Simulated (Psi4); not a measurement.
How methods differ on NbCl5 (SMILES Cl[Nb](Cl)(Cl)(Cl)Cl)

The species is NbCl5 (6 atoms), meant as a singlet with charge 0. As SMILES, `Cl[Nb](Cl)(Cl)(Cl)Cl`. The coordinates come from a PBE0-D4/def2-TZVP relaxation.

```tsv
atom	x (Å)	y (Å)	z (Å)
Cl	-2.1765	-0.1689	-0.5899
Nb	0.0000	0.0000	0.0000
Cl	1.2190	-1.8679	0.3719
Cl	0.9577	2.0369	0.2180
Cl	0.6083	-0.0473	-2.2313
Cl	-0.6085	0.0472	2.2312
```

Each level gives the vertical ionisation energy (to the doublet cation) (eV). The values are calculated.

```tsv
level	kind	program	value (eV)	CPU time (all runs)
BHLYP/def2-TZVP (density fitting, core potential)	global hybrid	Psi4	11.31	4.7 min
M06-2X/def2-TZVP (density fitting, core potential)	hybrid meta-GGA	Psi4	11.44	11 min
PBE0/def2-TZVP (density fitting, core potential)	global hybrid	Psi4	10.96	5.7 min
TPSSh/def2-TZVP (density fitting, core potential)	hybrid meta-GGA	Psi4	10.68	16 min
CAM-B3LYP/def2-TZVP (density fitting, core potential)	range-separated hybrid	Psi4	11.30	8.1 min
wB97M-V/def2-TZVP (density fitting, core potential)	range-separated hybrid	Psi4	11.41	16 min
wB97X-V/def2-TZVP (density fitting, core potential)	range-separated hybrid	Psi4	11.50	8.4 min
wB97X/def2-TZVP (density fitting, core potential)	range-separated hybrid	Psi4	11.52	5.2 min
```

Spin-orbit coupling, which can split open shells on such heavy atoms by tenths of an eV, is left out. The values span 10.68 to 11.52 eV. TPSSh/def2-TZVP (density fitting, core potential) lies far from functionals of the same kind, perhaps in another electronic state. CPU times are rough (shared hosts, several kinds of processor): they show what a rung costs within a factor of a few.
